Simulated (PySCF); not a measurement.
How methods differ on the interval between two levels of Au(3+)

Au(3+) [Xe] 4f14 5d8 [3F4, M_J = 4] → Au(3+) [Xe] 4f14 5d7 6p1 [5G6, M_J = 6], as a difference of total energies. All numbers are calculated (PySCF 2.14, the two-component X2C-1e Hamiltonian, in x2c-SVPall-2c with one added diffuse shell each of s, d type (8s9p10d2f, 99 functions)). Correlated levels: [Kr] 4d10 4f14 frozen; the 22 highest virtual spinors dropped. "Screened" scales the spin-orbit matrix elements by Boettger's factors to mimic the two-electron term; Breit and QED terms are absent.

```tsv
method	interval between two levels (cm⁻¹)
GHF (spin-free)	161730
GMP2 (spin-free)	165520
GHF (screened spin-orbit)	158850
GMP2 (screened spin-orbit)	162590
```

The labels give the starting determinants; with spin-orbit coupling the two ends relaxed to ⟨J²⟩ = 20.01, ⟨L²⟩ = 12.47, ⟨S²⟩ = 2.05 and ⟨J²⟩ = 42.01, ⟨L²⟩ = 21.96, ⟨S²⟩ = 5.43.
